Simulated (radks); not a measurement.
Problem. Radial electron density D(r) = 4 pi r^2 rho(r) of an atom or ion with 1 electrons. All-electron calculation, non-relativistic Kohn-Sham, PBEsol, spin-polarised, spherical densities, point nucleus. Program: a radial shooting solver on a logarithmic mesh with Libxc functionals.

```
   r/bohr * D(r) (the largest magnitude, 2.68, reaches the edge; | marks zero)
  0.01465 | *
  0.01587 | *
  0.01706 |  *
  0.01848 |  *
  0.01986 |  *
  0.02151 |   *
  0.02312 |   *
  0.02504 |    *
  0.02691 |     *
  0.02892 |     *
  0.03133 |      *
  0.03367 |       *
  0.03648 |        *
   0.0392 |          *
  0.04246 |           *
  0.04563 |            *
  0.04943 |              *
  0.05312 |                *
  0.05755 |                  *
  0.06185 |                    *
    0.067 |                      *
    0.072 |                         *
  0.07737 |                           *
  0.08382 |                              *
  0.09007 |                                 *
  0.09758 |                                    *
   0.1049 |                                      *
   0.1136 |                                         *
   0.1221 |                                            *
   0.1322 |                                              *
   0.1421 |                                                 *
    0.154 |                                                   *
   0.1654 |                                                    *
   0.1778 |                                                     *
   0.1926 |                                                      *
    0.207 |                                                      *
   0.2242 |                                                     *
    0.241 |                                                    *
    0.261 |                                                  *
   0.2805 |                                               *
   0.3039 |                                            *
   0.3266 |                                         *
   0.3538 |                                    *
   0.3802 |                                *
   0.4118 |                           *
   0.4426 |                       *
   0.4756 |                   *
   0.5152 |               *
   0.5537 |            *
   0.5998 |        *
   0.6446 |      *
   0.6983 |    *
   0.7504 |  *
   0.8129 | *
   0.8736 |*
   0.9464 |*
    1.017 *
    1.102 *
    1.184 *
```

What is the nuclear charge?

Solution. Z = 5. The innermost maximum, from 1s, lies near 1/Z = 0.2 bohr (found: 0.200), and its height grows with Z. The density is that of the boron ion B4+ in 1s1; the configuration itself is not fixed sharply by these data. D(r) has 1 maximum, at r = 0.200 bohr.
